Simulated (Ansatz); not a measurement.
`OB(Cl)Cl` + HBr → `ClB(Cl)Br` + H₂O at 298.15 K and 1 bar (ligand exchange at a B–O bond).

Isolated molecules relaxed with PBE0-D4/def2-TZVP in Ansatz; ΔE leaves out vibrations. CBS: MP2 limit from def2 TZ/QZ plus the TZ coupled-cluster correction, frozen cores. This one scheme is used for every species. For Br outer-core shells are correlated without core-valence functions, which leaves a few kJ/mol of doubt a bond. Scalar relativity is left out up to krypton. Each species was taken in one conformer, which may not be the lowest.

```json
{"species": "`OB(Cl)Cl`", "CCSD(T)/CBS energy (Eh)": "-1020.26564", "H − E (kJ/mol)": "70.8", "S (J/(mol·K))": "295.7"}
{"species": "HBr", "CCSD(T)/CBS energy (Eh)": "-2573.91920", "H − E (kJ/mol)": "24.6", "S (J/(mol·K))": "198.6"}
{"species": "`ClB(Cl)Br`", "CCSD(T)/CBS energy (Eh)": "-3517.78256", "H − E (kJ/mol)": "33.3", "S (J/(mol·K))": "310.3"}
{"species": "H₂O", "CCSD(T)/CBS energy (Eh)": "-76.37941", "H − E (kJ/mol)": "66.4", "S (J/(mol·K))": "188.7"}
```

H − E and S are ideal-gas, rigid-rotor, harmonic terms from PBE0-D4/def2-TZVP, for one conformer and one mirror image of each species. 1 Eh = 2625.50 kJ/mol, R = 8.31446 J/(mol·K).

By hand: ΔE, ΔH, ΔS and ΔG.

ΔE = (-3517.78256) + (-76.37941) − (-1020.26564) − (-2573.91920) = 0.02287 Eh = 60.0 kJ/mol. Δ(H − E) = 33.3 + 66.4 − 70.8 − 24.6 = 4.3, so ΔH = 64.3 kJ/mol. ΔS = 310.3 + 188.7 − 295.7 − 198.6 = 4.7 J/(mol·K). ΔG = 64.3 − 298.15 × (4.7)/1000 = 62.9 kJ/mol.

By hand: the equilibrium constant, and the temperature at which ΔG would vanish if ΔH and ΔS stayed fixed.

log₁₀ K = −ΔG/(RT ln 10) = -11.0. ΔG = 0 at ΔH/ΔS = 13681 K, far beyond where these terms or the molecules hold.

The number of gas molecules stays the same, so ΔS is small and ΔH decides. A doubt of 5 kJ/mol in ΔE shifts log₁₀ K by 0.9 here. Other conformers and mirror images would add mixing entropy, several J/(mol·K) or more a flexible species. These are equilibria of isolated gas molecules and say nothing of rates. Largest T1 diagnostic: 0.011 (customary marks: 0.02 for closed shells, 0.045 for open ones).
